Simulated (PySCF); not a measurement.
[Dy(NH2)4]− at several levels of theory

Computed with PySCF 2.14.0 (density fitting, no spin-orbit coupling) at the geometry relaxed with r2SCAN:

```xyz
13
[Dy(NH2)4]− (singlet in the valence; each metal's 4f electrons, 9 of them, lie in its core potential, out of spins and levels)
Dy    0.0000    0.0000    0.0000
N     1.3754    1.3371    1.1926
H     2.2444    1.0013    1.6176
H     1.3414    2.3344    1.4116
N    -1.3755   -1.1926    1.3371
H    -1.3412   -1.4117    2.3345
H    -2.2446   -1.6175    1.0015
N     1.3754   -1.3371   -1.1926
H     1.3414   -2.3344   -1.4116
H     2.2444   -1.0013   -1.6176
N    -1.3755    1.1926   -1.3371
H    -2.2446    1.6175   -1.0015
H    -1.3412    1.4117   -2.3345
```

| level | basis | state | HOMO (eV) | gap (eV) | charge on Dy1 (e) | population of f-type functions on Dy1 (polarisation alone where 4f lies in the core) | dipole about the centre of mass (D) | largest force component (eV/Å) |
| --- | --- | --- | --- | --- | --- | --- | --- | --- |
| r2SCAN | Dy lcecp-1-SVP with ECP55, N def2-SVP, H def2-SVP | singlet | -0.05 | 3.95 | 0.58 | 0.05 | 0.00 | 0.02 |
| revPBE | the same | singlet | 0.31 | 3.16 | 0.43 | 0.05 | 0.00 | 0.34 |
| r2SCAN | Dy lcecp-1-TZVP with ECP55, N def2-TZVP, H def2-TZVP | singlet | -0.37 | 4.05 | 1.45 | 0.05 | 0.00 | 0.33 |

In the lcecp rows the 4f levels are missing from HOMO and gap, and the state counts the valence alone.

Charges are Mulliken's, which hang on the basis. The relaxation used the grid (50, 194), these runs (75, 302) or, all-electron (x2c bases, spin-free X2C Hamiltonian), (99, 590).

A further run in the first row's basis gives HOMO (eV) -3.65, gap (eV) 9.14, charge on Dy1 (e) 0.60, population of f-type functions on Dy1 (polarisation alone where 4f lies in the core) 0.06, dipole about the centre of mass (D) 0.00, largest force component (eV/Å) 0.15. Which level was it?
A. wB97X
B. PBE0
C. CAM-B3LYP

A. The others give HOMO -1.14 eV (PBE0); -2.56 eV (CAM-B3LYP).

In the first row's basis the gap widens with exact exchange: 3.2 to 4.0 eV for revPBE, r2SCAN (none); 5.2 eV for PBE0 (a fixed share); 7.2 to 9.1 eV for CAM-B3LYP, wB97X (rising or full at long range).

No frequency check is given that shows the relaxed geometry to be a minimum. An lcecp potential fixes the number of 4f electrons, so in runs with it no electron can move into or out of that shell.

The highest filled level of some runs lies above zero, as often for anions with such functionals and bases.
